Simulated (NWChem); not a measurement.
Species: BBr₃; SMILES BrB(Br)Br

All runs: NWChem. This build's default masses of Se (78.918 u) and Br (79.917 u) are each other's, which moves their modes by up to 0.6 %. Each level has its own optimisation; frequencies are unscaled.

For level Hartree-Fock/STO-3G:

```
Property                           Value
---------------------------------  -----
highest harmonic frequency (cm⁻¹)    993
lowest (cm⁻¹)                        185
```

Estimate the same quantities for level PBE/def2-SVP.

The highest harmonic frequency (cm⁻¹) is 813 and the lowest (cm⁻¹) is 147.
